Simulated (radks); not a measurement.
Results of a calculation; reference values are marked as such.
Species: Hg IV. Configuration: [Xe] 4f12 5d9 6s2 (not the ground configuration). Code: a radial shooting solver on a logarithmic mesh with Libxc functionals. Model: Dirac Kohn-Sham, PBE, spin-unpolarised, spherical densities, finite nucleus; open shells are shared between the two j in proportion to 2j + 1; Fermi nuclear charge, rms radius 5.4648 fm.

Unscreened Slater integrals over Kohn-Sham orbitals (eV). Large and small components are both included.

| integral | value |
|---|---|
| F0(6s1/2,6s1/2) | 11.647 |
| F0(6s1/2,5d5/2) | 13.644 |
| G2(6s1/2,5d5/2) | 2.9291 |
| F0(6s1/2,5d3/2) | 13.723 |
| G2(6s1/2,5d3/2) | 2.7002 |
| F0(6s1/2,5p3/2) | 14.195 |
| G1(6s1/2,5p3/2) | 1.2551 |
| F0(5d5/2,5d5/2) | 19.056 |
| F2(5d5/2,5d5/2) | 10.020 |
| F4(5d5/2,5d5/2) | 6.7170 |
| F0(5d5/2,5d3/2) | 19.331 |
| F2(5d5/2,5d3/2) | 10.157 |
| G2(5d5/2,5d3/2) | 10.142 |
| G4(5d5/2,5d3/2) | 6.8022 |
| F0(5d5/2,5p3/2) | 21.065 |
| F2(5d5/2,5p3/2) | 10.781 |
| G1(5d5/2,5p3/2) | 13.291 |
| G3(5d5/2,5p3/2) | 8.2918 |
| F0(5d3/2,5d3/2) | 19.621 |
| F2(5d3/2,5d3/2) | 10.318 |
| F0(5d3/2,5p3/2) | 21.456 |
| F2(5d3/2,5p3/2) | 11.095 |
| G1(5d3/2,5p3/2) | 13.856 |
| G3(5d3/2,5p3/2) | 8.6475 |
| F0(5p3/2,5p3/2) | 24.004 |
| F2(5p3/2,5p3/2) | 12.957 |
